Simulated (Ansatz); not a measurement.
Reaction (substitution at a C–C bond): `CC(C)(C)[CH2][Zr]([F])([F])[F]` + `Cl[Si](Cl)(Cl)[TeH]` → `CC(C)(C)[Te][Si](Cl)(Cl)Cl` + `[CH3][Zr]([F])([F])[F]`

Calculated with Ansatz (gas phase, PBE0-D4/def2-TZVP geometries, no zero-point term in ΔE). CBS: MP2 limit from def2 TZ/QZ plus the TZ coupled-cluster correction, frozen cores. Functionals use def2-TZVPP. Elements past krypton have def2 core potentials. For Te, Zr outer-core shells are correlated without core-valence functions, which leaves a few kJ/mol of doubt a bond. One conformer a species, not always the lowest.

```csv
species,LC-ωPBE energy (Eh)
`CC(C)(C)[CH2][Zr]([F])([F])[F]`,-543.96016
`Cl[Si](Cl)(Cl)[TeH]`,-1938.51403
`CC(C)(C)[Te][Si](Cl)(Cl)Cl`,-2095.72948
`[CH3][Zr]([F])([F])[F]`,-386.74766
```

Work out ΔE.

ΔE = (-2095.72948) + (-386.74766) − (-543.96016) − (-1938.51403) = -0.00295 Eh = -1.9 kcal/mol. CCSD(T)/CBS gives -5.4 kcal/mol.

Largest T1 diagnostic among the species: 0.017.

The D4 term adds −2.2 kcal/mol with B3LYP and −1.3 kcal/mol with PBE0; it sums over pairs of atoms, weighted by their polarisabilities, and B3LYP, whose exchange is more repulsive, gets the larger term. From BLYP to BHLYP (50 % exact exchange), in def2-TZVPP and without D4, ΔE moves by +2.5 kcal/mol.

B3LYP here is the variant with VWN-RPA as its local correlation; programs differ in this.
